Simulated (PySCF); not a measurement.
Species: C2H6F3PSi2.
Numbering: `[F:1][C:2]([F:3])=[C:4]([F:5])[SiH2:6][SiH2:7][PH2:8]` (hydrogens: H9, H10 on Si6; H11, H12 on Si7; H13, H14 on P8)

Method used: TDDFT wB97X-D/def2-SVPD, vertical, gas phase, core orbitals frozen in the response (PySCF 2.14.0, density-fitted response routines). Isolated species at its PBE0-D3(BJ)/def2-SVP geometry (one conformer only). Torsions of this conformer, `[F:1][C:2]([F:3])=[C:4]([F:5])[SiH2:6][SiH2:7][PH2:8]`: C2–C4–Si6–Si7 -103°, C4–Si6–Si7–P8 56°, H–P8–Si7–Si6 74°, H–P8–Si7–Si6 167°.

Q: What does the calculation give for the low-lying excited states?

A: 

```json
{"state": "S1", "E (eV)": "6.17", "ν̃ (cm⁻¹)": "49750", "f": "0.026", "main configurations (H = HOMO, L = LUMO)": "H→L+2 (43%), H→L+4 (15%), H→L (15%)"}
{"state": "S2", "E (eV)": "6.32", "ν̃ (cm⁻¹)": "50960", "f": "0.039", "main configurations (H = HOMO, L = LUMO)": "H→L+1 (33%), H→L (16%), H-1→L+1 (11%)"}
{"state": "S3", "E (eV)": "6.50", "ν̃ (cm⁻¹)": "52410", "f": "0.101", "main configurations (H = HOMO, L = LUMO)": "H→L (38%), H-1→L+1 (23%), H-1→L (15%)"}
{"state": "S4", "E (eV)": "6.68", "ν̃ (cm⁻¹)": "53880", "f": "0.129", "main configurations (H = HOMO, L = LUMO)": "H-1→L (29%), H→L (21%), H→L+1 (20%)"}
{"state": "S5", "E (eV)": "6.74", "ν̃ (cm⁻¹)": "54350", "f": "0.053", "main configurations (H = HOMO, L = LUMO)": "H-1→L+4 (28%), H→L+1 (21%), H→L+4 (13%)"}
{"state": "S6", "E (eV)": "6.93", "ν̃ (cm⁻¹)": "55860", "f": "0.016", "main configurations (H = HOMO, L = LUMO)": "H-1→L+3 (17%), H→L+2 (15%), H→L+4 (12%)"}
{"state": "S7", "E (eV)": "6.96", "ν̃ (cm⁻¹)": "56140", "f": "0.264", "main configurations (H = HOMO, L = LUMO)": "H-1→L+1 (34%), H-1→L (16%)"}
{"state": "S8", "E (eV)": "7.05", "ν̃ (cm⁻¹)": "56840", "f": "0.011", "main configurations (H = HOMO, L = LUMO)": "H→L+3 (28%), H-2→L+1 (12%), H-1→L+2 (12%)"}
{"state": "S9", "E (eV)": "7.22", "ν̃ (cm⁻¹)": "58240", "f": "0.019", "main configurations (H = HOMO, L = LUMO)": "H-1→L+3 (25%), H-1→L+2 (20%), H→L+3 (16%)"}
{"state": "S10", "E (eV)": "7.36", "ν̃ (cm⁻¹)": "59390", "f": "0.0068", "main configurations (H = HOMO, L = LUMO)": "H-1→L+2 (17%), H→L+5 (12%), H→L+4 (10%)"}
```

Triplets, Tamm–Dancoff:

```csv
state,E (eV),λ (nm),"main configurations (H = HOMO, L = LUMO)"
T1,4.25,291.9,"H→L (51%), H→L+5 (9%)"
T2,5.67,218.5,"H-1→L+1 (46%), H→L+1 (26%), H-1→L+7 (8%)"
T3,5.78,214.6,"H-1→L+3 (25%), H-1→L+4 (17%), H-1→L (11%)"
T4,5.82,213.2,"H→L+2 (41%), H→L+4 (16%)"
```

The lowest singlet comes at 201 nm (595 kJ/mol) in the ultraviolet; it is weak; its leading configuration is HOMO→LUMO+2 (43%). The strongest level in the table is S7 at 6.96 eV (178 nm, f = 0.264). Löwdin shares by element: HOMO carbon 43%, phosphorus 10%, silicon 10% or more (atoms not listed hold the other 38%); LUMO silicon 33%, carbon 31% (atoms not listed hold the other 36%). Orbital energies (eV): HOMO-3 -11.32, HOMO-2 -10.51, HOMO-1 -9.62, HOMO -9.20, LUMO 1.15, LUMO+1 1.34, LUMO+2 1.55. The listed states span 1.20 eV. Weighted by f, the mean energy of these states is 6.76 eV. All these states lie below the vertical ionisation energy of 9.36 eV (ΔSCF). Singlets were solved by full linear response, triplets in the Tamm–Dancoff approximation.
